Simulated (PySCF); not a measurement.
## Atomic charges by several schemes

Species: C₅H₁₄P₂.
Z-matrix (Å and degrees, PBE0-D3(BJ)/def2-SVP geometry), rows numbered from 1:
```
C 
C   1  1.5251
C   2  1.5251  1  111.12
C   2  1.5307  1  110.44  3   124.91
P   4  1.8654  2  114.16  1   173.47
C   5  1.8565  4   99.95  2  -177.78
P   6  1.8624  5  115.34  4  -167.32
H   1  1.1024  2  110.86  3   -62.17
H   1  1.1013  2  111.48  3   177.94
H   1  1.1012  2  111.28  3    57.57
H   2  1.1057  1  108.04  3  -118.02
H   3  1.1031  2  110.88  1    65.02
H   3  1.1013  2  111.90  1  -174.61
H   3  1.1009  2  111.05  1   -54.61
H   4  1.1047  2  110.29  1   -61.02
H   4  1.1039  2  109.22  1    55.77
H   5  1.4288  4   98.24  2    84.49
H   6  1.1029  5  108.08  4    73.65
H   6  1.1029  5  112.40  4   -43.63
H   7  1.4305  6   97.29  5    50.84
H   7  1.4299  6   97.12  5   -43.10
```

Density: PBE0/pcSseg-1 (PySCF); schemes: Mulliken, IAO, Hirshfeld and ESP-fitted. The structure is a single PBE0-D3(BJ)/def2-SVP conformer in the gas phase; no vibrational or solvent corrections.

**Question.** For which atoms does the sign change between the 4 schemes (beyond +0.03 e in one, beyond −0.03 e in another)?

**Answer.** C2, P5, C6, P7, H11 and H17.

**Question.** Do the Mulliken, IAO, Hirshfeld and ESP-fitted schemes agree on where the charge is lowest?

**Answer.** The schemes don't all agree: Mulliken C6 (-0.705); IAO C6 (-0.616); Hirshfeld C6 (-0.159); ESP-fitted C1 (-0.714).

**Question.** At which atom do the 4 schemes differ most?

**Answer.** At C2: from -0.353 (Mulliken) to +0.619 e (ESP-fitted), 0.972 e apart.

**Question.** Give the atomic charges in each scheme.

**Answer.** In e:

| atom | environment | Mulliken | IAO | Hirshfeld | ESP-fitted |
| --- | --- | --- | --- | --- | --- |
| C1 | methyl carbon | -0.222 | -0.406 | -0.115 | -0.714 |
| C2 | sp3 CH carbon | -0.353 | -0.085 | -0.021 | +0.619 |
| C3 | methyl carbon | -0.240 | -0.409 | -0.117 | -0.687 |
| C4 | sp3 carbon bound to phosphorus | -0.432 | -0.427 | -0.112 | +0.007 |
| P5 | phosphine phosphorus | +0.271 | +0.331 | +0.105 | -0.509 |
| C6 | sp3 carbon bound to phosphorus | -0.705 | -0.616 | -0.159 | +0.235 |
| P7 | phosphine phosphorus | +0.096 | +0.192 | +0.068 | -0.413 |
| H8 | methyl hydrogen | +0.105 | +0.130 | +0.036 | +0.155 |
| H9 | methyl hydrogen | +0.115 | +0.134 | +0.039 | +0.142 |
| H10 | methyl hydrogen | +0.117 | +0.136 | +0.040 | +0.176 |
| H11 | methine hydrogen | +0.128 | +0.128 | +0.031 | -0.045 |
| H12 | methyl hydrogen | +0.106 | +0.129 | +0.036 | +0.160 |
| H13 | methyl hydrogen | +0.126 | +0.134 | +0.034 | +0.179 |
| H14 | methyl hydrogen | +0.119 | +0.137 | +0.041 | +0.155 |
| H15 | methylene hydrogen | +0.138 | +0.127 | +0.033 | +0.012 |
| H16 | methylene hydrogen | +0.146 | +0.138 | +0.037 | +0.025 |
| H17 | P–H hydrogen | +0.046 | -0.040 | -0.022 | +0.113 |
| H18 | methylene hydrogen | +0.179 | +0.159 | +0.041 | +0.081 |
| H19 | methylene hydrogen | +0.174 | +0.150 | +0.039 | +0.017 |
| H20 | P–H hydrogen | +0.037 | -0.025 | -0.017 | +0.145 |
| H21 | P–H hydrogen | +0.048 | -0.018 | -0.017 | +0.146 |

Mean size of the charges over all atoms: ESP-fitted 0.225 e, IAO 0.193 e, Mulliken 0.186 e, Hirshfeld 0.055 e. Each set sums to the total charge, 0, to within 0.001 e. The IAO scheme projects the occupied orbitals on a minimal set of polarised atomic orbitals and counts the electrons in each atom's part of it. The ESP scheme is a least-squares fit of atom-centred charges to the potential on four shells outside the van der Waals surface, with the total charge fixed.

**Question.** Sum the charges by element.

**Answer.** 
| element | atoms | Mulliken | IAO | Hirshfeld | ESP-fitted |
| --- | --- | --- | --- | --- | --- |
| C | 5 | -1.951 | -1.942 | -0.523 | -0.540 |
| P | 2 | +0.366 | +0.523 | +0.173 | -0.922 |
| H | 14 | +1.585 | +1.419 | +0.351 | +1.462 |

**Question.** How many electrons does the Mulliken scheme count on C6?

**Answer.** Z − q = 6 − (-0.705) = 6.705.
